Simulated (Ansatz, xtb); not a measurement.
# Two isomers of C5H10ClF

Structure X: `CCC[C@](C)(F)Cl`, a singlet. Structure Y: `CC[C@@H](Cl)[C@H](C)F`, a singlet. Both are isolated molecules in the gas phase, relaxed with B3LYP-D3(BJ)/def2-SVP; each stands in its lowest conformer found.

**Question.** Which of the two would you expect CCSD(T)/def2-SVP + ΔMP2/def2-TZVPP electronic energies to favour?

**Answer.** Structure X; the calculation gives E(Y) − E(X) = +0.075 eV.

How the difference moves with the method:

```json
{"level": "GFN2-xTB", "geometry": "GFN2-xTB", "E(Y) − E(X) (eV)": "+0.058", "departure from the last row (eV)": "−0.017", "job, with rough time for the two": "optimisation, 0.12 s"}
{"level": "HF/STO-3G", "geometry": "GFN2-xTB", "E(Y) − E(X) (eV)": "+0.222", "departure from the last row (eV)": "+0.147", "job, with rough time for the two": "single point, 0.36 s"}
{"level": "r2SCAN-D4/def2-SVP", "geometry": "GFN2-xTB", "E(Y) − E(X) (eV)": "+0.148", "departure from the last row (eV)": "+0.073", "job, with rough time for the two": "single point, 3.7 s"}
{"level": "B3LYP-D3(BJ)/def2-SVP", "geometry": "B3LYP-D3(BJ)/def2-SVP", "E(Y) − E(X) (eV)": "+0.092", "departure from the last row (eV)": "+0.017", "job, with rough time for the two": "optimisation, 32 s"}
{"level": "HF/def2-SVP", "geometry": "B3LYP-D3(BJ)/def2-SVP", "E(Y) − E(X) (eV)": "+0.047", "departure from the last row (eV)": "−0.028", "job, with rough time for the two": "part of the CCSD(T) run"}
{"level": "MP2/def2-SVP", "geometry": "B3LYP-D3(BJ)/def2-SVP", "E(Y) − E(X) (eV)": "+0.123", "departure from the last row (eV)": "+0.048", "job, with rough time for the two": "part of the CCSD(T) run"}
{"level": "CCSD(T)/def2-SVP", "geometry": "B3LYP-D3(BJ)/def2-SVP", "E(Y) − E(X) (eV)": "+0.109", "departure from the last row (eV)": "+0.034", "job, with rough time for the two": "single point"}
{"level": "CCSD(T)/def2-SVP + ΔMP2/def2-TZVPP", "geometry": "B3LYP-D3(BJ)/def2-SVP", "E(Y) − E(X) (eV)": "+0.075", "departure from the last row (eV)": "", "job, with rough time for the two": "single point, 92 s"}
```

As drawn, both hold the same kinds of bond in the same numbers.

The levels shown agree on the order. The largest departure from CCSD(T)/def2-SVP + ΔMP2/def2-TZVPP is that of HF/STO-3G, 0.147 eV. The last row adds to CCSD(T) the change of the MP2 difference between the two basis sets, here −0.034 eV.

With thermal terms from frequencies at re-optimised GFN2-xTB minima (ideal gas, soft modes damped towards free rotors, one conformer each, 298.15 K, 1 atm): the zero-point term adds +0.007 eV; ΔH is +0.080 and ΔG +0.079 eV.

The correlated steps freeze 11 core orbitals. Run with Ansatz 0.2.0, xtb 6.7.1; the last row on 4 threads of Arm Neoverse V2 on a shared host.
